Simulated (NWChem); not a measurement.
System: CdCl, doublet; SMILES [Cd][Cl]

Program: NWChem. Spin-unrestricted. The spin multiplicity was typed, not searched, and may not be the lowest. No stability test was run on the SCF state. def2 effective core potentials on Cd; no spin-orbit coupling. Each level has its own optimisation; frequencies are unscaled.

| level | r Cd–Cl (Å) | highest harmonic frequency (cm⁻¹) | zero-point energy (kcal/mol) |
|---|---|---|---|
| BLYP/def2-SVP | (withheld) | (withheld) | 0.4 |
| PBE/def2-SVP | 2.391 | 302 | 0.4 |
| PBE0/def2-SVP | 2.368 | 323 | 0.5 |

### Question
Fill in the missing entries.

### Answer

- BLYP/def2-SVP, r Cd–Cl (Å): 2.426
- BLYP/def2-SVP, highest harmonic frequency (cm⁻¹): 282
